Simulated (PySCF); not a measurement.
Ligands exchanged one at a time, B Br-CH3. Isolated molecules, 0 K electronic values unless said otherwise. Strings in code marks are SMILES.

The T1 excitation (TDA) from two functionals at the same geometries (B3LYP-D3(BJ)/def2-TZVP), both in PySCF: PBE-D3(BJ)/def2-TZVP and ωB97X-D3(BJ)/def2-TZVP. Excitations are Tamm–Dancoff values on a coarser integration grid. The basis has no diffuse functions, so Rydberg states are missing or too high.

```tsv
species	PBE-D3(BJ)/def2-TZVP (eV)
0 of 3 Br replaced by CH3	3.98
1 of 3 Br replaced by CH3 (`CB(Br)Br`)	4.36
2 of 3 Br replaced by CH3 (`B(C)(Br)C`)	4.57
```

### Question
What does ωB97X-D3(BJ)/def2-TZVP give for each?

### Answer

- 0 of 3 Br replaced by CH3: 5.00
- 1 of 3 Br replaced by CH3 (`CB(Br)Br`): 5.41
- 2 of 3 Br replaced by CH3 (`B(C)(Br)C`): 5.55
Over these rows, drawn at random from the members with no instability flagged (it was tested for open shells, ions and some series alone), PBE minus ωB97X-D3(BJ): mean -1.01 eV, from -1.05 eV to -0.97 eV.
